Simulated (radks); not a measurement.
All-electron atom: neutral mercury in [Hg]. Calculated with a radial shooting solver on a logarithmic mesh with Libxc functionals: scalar-relativistic Kohn-Sham, r2SCAN, spin-polarised, spherical densities, finite nucleus; meta-GGA in the generalised Kohn-Sham scheme; Fermi nuclear charge, rms radius 5.4648 fm.

Normalised radial functions P(r) = r R(r), r in bohr:

r              5p
0.001814   0.0068
0.002458   0.0111
0.003305   0.0180
0.00448    0.0293
0.006071   0.0471
0.008228   0.0742
0.01115    0.1136
0.01511    0.1665
0.02048    0.2286
0.02776    0.2841
0.03762    0.2992
0.05099    0.2258
0.0691     0.0298
0.0929    -0.2375
0.1259    -0.4203
0.1706    -0.2801
0.2313     0.2005
0.3134     0.6059
0.4248     0.4031
0.5757    -0.3669
0.7802    -1.0425
1.057     -1.0995
1.433     -0.6900
1.927     -0.2834
2.611     -0.0711
3.539     -0.0102
4.796     -0.0007
6.5       0.0000
8.809     0.0000

5p: eigenvalue -68.344 eV, 3 radial nodes at r = 0.0716, 0.207, 0.505 bohr, <r> = 1.04 bohr, 90 % of the charge inside 1.51 bohr.
